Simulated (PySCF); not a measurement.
# Stretching LiSb

Set-up: Li def2-SVP, Sb def2-SVP with ECP28; scalar-relativistic core potentials (PySCF 2.14). Energies in eV from Li + Sb in their ground configurations at the same level. State: ³Σ⁻ (triplet), unpaired electrons π ↑↑.

```csv
R (Å),UHF-SCS-MP2,PBE
2.257,-0.563,-1.190
2.362,-0.802,-1.398
2.467,-0.943,-1.515
2.545,-1.001,-1.559
2.624,-1.027,-1.573
2.703,-1.028,-1.565
2.808,-0.999,-1.527
2.939,-0.928,-1.450
3.096,-0.795,-1.331
3.306,-0.569,-1.152
```

Problem. Put a parabola through the three lowest points of the UHF-SCS-MP2 curve and estimate Re, k and ωe (reduced mass 6.631 u; 1 eV/Å² = 0.16022 mdyn/Å; ωe = 1302.8·√(k/μ) cm⁻¹).

Solution. Through R = 2.624, 2.703, 2.808 Å the second-order coefficient is 1.57 eV/Å², so Re ≈ 2.668 Å, k ≈ 0.503 mdyn/Å and ωe ≈ 359 cm⁻¹. A polynomial fit of higher order to the unrounded UHF-SCS-MP2 energies gives Re = 2.666 Å, k = 0.556 mdyn/Å, ωe = 377 cm⁻¹; anharmonicity and rounding make the difference.

The higher-order fit for each curve: UHF-SCS-MP2: Re = 2.666 Å, ωe = 377 cm⁻¹, De = 1.03 eV; PBE: Re = 2.631 Å, ωe = 382 cm⁻¹, De = 1.57 eV.

Correlated steps freeze 4 core orbitals. Correlated levels converge slowly with the basis: in double zeta they bind strong bonds too weakly, by up to about 1 eV, and carry superposition errors of some tenths. Spin–orbit coupling is left out, which matters for elements this heavy, above all for dissociation energies. The state is the lowest determinant that a PBE0 search found; another state may lie lower at other levels.
